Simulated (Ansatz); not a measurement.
Ideal-gas functions of FH4InO2Si, SMILES `[OH][In]([F])[O][SiH3]` at 800 K and 1 bar, from an Ansatz frequency run at PBE0-D4/def2-TZVP.

Molar mass 197.93 g/mol, point group Cs (symmetry number 1), electronic degeneracy 1, moments of inertia 103.291, 406.773, 504.192 u Å². Harmonic wavenumbers (cm⁻¹, unscaled): 46, 55, 58, 112, 143, 150, 308, 465, 590, 636, 723, 726, 867, 953, 957, 984, 999, 2207, 2209, 2229, 3872.

Use S(trans) = R[1.5 ln M + 2.5 ln T − 1.1517]; rotational temperatures θ = 24.2544 K / I; S(rot) = R[ln(√π/σ · √(T³/θAθBθC)) + 1.5]; for each mode x = 1.438777 ν̃/T, S = R[x/(eˣ − 1) − ln(1 − e⁻ˣ)] and H = RT x/(eˣ − 1); 1 cm⁻¹ = 0.0119627 kJ/mol; R = 8.31446 J/(mol·K).

By hand: the entropy, in J/(mol·K).

Translation 195.3. Rotation: θ = 0.2348, 0.0596, 0.0481 K, giving 131.0. Vibration, mode by mode: 29.04, 27.55, 27.11, 21.65, 19.63, 19.23, 13.33, 10.04, 8.20, 7.64, 6.69, 6.66, 5.42, 4.78, 4.76, 4.58, 4.48, 0.79, 0.79, 0.77, 0.06, in all 223.2. Electronic 0.0. Sum 549.5 J/(mol·K).

By hand: H − E and G − E in kJ/mol, counted from the electronic energy.

Zero-point energy ½ × 19289 × 0.0119627 = 115.4; thermal vibration 73.7; translation, rotation and pV give 4 RT = 26.6. H − E = 215.7 kJ/mol, and G − E = 215.7 − 800 × 549.5/1000 = -223.9 kJ/mol.

Vibration gives 41 % of the entropy, 125.0 J/(mol·K) of it from the modes under 150 cm⁻¹: soft modes count most, and the harmonic formula is weakest for them. The sum counts one conformer and one mirror image; others add a mixing term.
